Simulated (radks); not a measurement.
Spherical quantum dot in the effective-mass picture: electrons in a hard-walled sphere of radius 3.39, with a point charge +1 (a donor) at the centre, all in effective atomic units (hartree* = m*/eps^2 hartree, bohr* = eps/m* bohr), one dielectric constant everywhere. Method: non-relativistic Kohn-Sham, PBEsol, spin-polarised, spherical densities; computed with a radial shooting solver with Libxc functionals. Levels are named by radial order and angular momentum (1s, 1p, 1d, 2s, ...), and open shells are averaged over m.

N = 22, configuration 1s2 1p6 1d10 2s(up 1, down 0) 1f(up 3, down 0). This is the lowest configuration that the search found. Occupied and some empty levels:

level    occupation  eigenvalue (hartree*)  <r> (bohr*)
1s up             1                 8.2895        2.128
1s down           1                 8.3484        2.166
1p up             3                 8.5629        2.328
1p down           3                 8.6104        2.327
1d up             5                 8.9737        2.424
1d down           5                 9.0215        2.420
2s up             1                 9.3650        1.346
1f up             3                 9.5233        2.495
2s down           0                 9.5589        1.386
1f down           0                 9.5729        2.492
1g up             0                 10.203        2.553
1g down           0                 10.254        2.551
2p up             0                 10.457        1.713
2p down           0                 10.542        1.744
2d up             0                 11.439        1.910
2d down           0                 11.490        1.922

Energy (hartree*): total 105.077, kinetic 32.035, external -10.548, Hartree 94.232, exchange-correlation -10.642.
